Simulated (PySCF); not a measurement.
# What settings do to a single point of Bi2O2(OH)2

The sound run of Bi2O2(OH)2 (singlet; a saddle point, relaxed within its symmetry) uses PySCF 2.14.0, RKS B3LYP, Bi def2-SVP with ECP60, O def2-SVP, H def2-SVP; non-relativistic Hamiltonian with scalar-relativistic core potentials where named; density fitting; no spin-orbit coupling, grid (50, 194), threshold 1e-8 Eh and 55 cycles, at the relaxed geometry:

```xyz
8

Bi   -0.0712    0.4177    1.6253
Bi   -0.0712    0.4177   -1.6253
O     0.5634    1.6242    0.0000
O    -0.5987   -0.8397    0.0000
O     1.7555   -0.4451    2.1884
H     2.2906   -0.7138    1.4259
O     1.7555   -0.4451   -2.1884
H     2.2906   -0.7138   -1.4259
```

There Bi1 has a Mulliken charge of 1.07 e and the dipole about the centre of mass is 3.14 D. Each run below changes one thing and starts from free metal ions and neutral atoms unless it says otherwise; with 55 cycles, smearing, a level shift and second-order steps follow where DIIS fails, and their cycles count. Energy shifts count from the sound run.

```json
{"change": "all coordinates × 1.12", "outcome": "converged", "cycles": "13", "energy shift (eV)": "2.98", "largest force component (eV/Å)": "3.89", "charge on Bi1 (e)": "0.98", "dipole about the centre of mass (D)": "4.39"}
{"change": "start from a density of up to 30 smeared cycles (not counted)", "outcome": "converged", "cycles": "8", "energy shift (eV)": "0.0000", "largest force component (eV/Å)": "0.00", "charge on Bi1 (e)": "1.07", "dipole about the centre of mass (D)": "3.14"}
{"change": "cycle limit 5", "outcome": "not converged", "cycles": "5", "energy shift (eV)": "–", "largest force component (eV/Å)": "–", "charge on Bi1 (e)": "–", "dipole about the centre of mass (D)": "–"}
```

Question: How does the run with this change end: threshold 0.0001?

Answer: outcome converged, cycles 7, energy shift (eV) 0.0025, largest force component (eV/Å) 0.02, charge on Bi1 (e) 1.07, dipole about the centre of mass (D) 3.15.

Forces carry noise of the integration grid, about 0.01 to 0.03 eV/Å.
